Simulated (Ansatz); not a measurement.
Frontier orbitals of CH₆OSSn (`[CH3][SnH]([OH])[SH]`).

Cartesian coordinates in Å:
```
C 0.029 0.546 -1.490
Sn -0.291 -0.611 0.258
O -1.380 0.583 1.381
S 1.742 -1.105 1.445
H 0.676 0.009 -2.183
H -0.929 0.751 -1.967
H 0.498 1.487 -1.206
H -1.080 -2.116 0.076
H -1.438 0.290 2.294
H 2.172 0.167 1.392
```

Charge 0, multiplicity 1. Correlated methods include outer-core shells of Sn, which these sets cover unevenly. Sn: def2 effective core potential. Geometry: relaxed with PBE0-D4/def2-TZVP. It is one conformer, not always the lowest. Basis def2-TZVPP, Ansatz.

```
 functional  HOMO (eV)  LUMO (eV)  gap (eV)
LDA (SPW92)      -6.26      -1.54      4.72
        PBE      -6.13      -1.30      4.83
     B97M-V      -6.50      -1.02      5.48
       PBE0      -7.38      -0.37      7.01
      B3LYP      -7.13      -0.69      6.44
    ωB97M-V      -9.59       1.41     11.00
```

A quarter of exact exchange (PBE0) shifts PBE's HOMO by −1.25 eV and its LUMO by +0.94 eV; full exchange at long range (ωB97M-V) shifts them by −3.46 and +2.71 eV. The gap opens from 4.82 to 11.00 eV, since occupied levels lose self-interaction and empty ones feel all the electrons. A positive LUMO is unbound and depends on the basis.

B3LYP here is the variant with VWN-RPA as its local correlation; programs differ in this.
